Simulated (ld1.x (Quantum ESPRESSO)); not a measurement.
# Transferability test, TM potential for Mn (Z = 25)

```
Element                 : manganese (Mn)
Generator               : ld1.x (Quantum ESPRESSO) 7.5
Type                    : norm-conserving Troullier–Martins (Kleinman–Bylander form)
Functional              : PBEsol
Relativity              : scalar-relativistic
Frozen core             : [Ar]
Valence charge          : 7
Reference configuration : 3d5 4s1 4p0 (charge +1)
Partial waves           : 4s (bound): rc 2.68 bohr; 4p (bound, empty): rc 2.00 bohr; 3d (bound): rc 1.25 bohr
Local potential         : all-electron potential smoothed inside 1.20 bohr (lloc = -1)
Core correction         : none
```

Energies are relative to the spin-unpolarised reference configuration 3d5 4s1 4p0; without spin polarisation the order of configurations can differ from experiment. Not all tests gave a result: 1 of 7 tests not solved or not reliable. Left out of the table: 3d4 4s2 4p1 (an occupied level unbound or not found, printed error -3.0 eV).

| valence configuration | charge | ΔE all-electron (eV) | error AE − PS (meV) |
| --- | --- | --- | --- |
| 3d5 4s2 4p0 | 0 | -8.432 | +0.5 |
| 3d4 4s0 4p0 | +3 | 47.991 | +2.6 |
| 3d4 4s2 4p0 | +1 | 4.781 | -209 |
| 3d5 4s0 4p2 | 0 | -0.471 | +7.9 |

Question: What are ΔE and the potential's error for 3d5 4s0 4p0?

Answer: ΔE = 15.511 eV all-electron; the error (AE − PS) is +32 meV.

Question: What are ΔE and the potential's error for 3d3 4s0 4p0?

Answer: ΔE = 98.712 eV all-electron; the error (AE − PS) is -589 meV.

Levels in the configuration 3d5 4s2 4p0:

```csv
level,all-electron (eV),pseudo (eV)
3d,-6.794,-6.844
4s,-5.125,-5.122
```

ld1.x printed “convergence not achieved” for 2 of the counted tests; their residual had stalled under 1e-8, short of the target of 1e-14.

Note: ghost states, extra bound levels that the all-electron valence spectrum of the same l lacks: s at -92.9 eV, p at -5.0 eV. A true bound ghost makes a file unfit for plane-wave use.
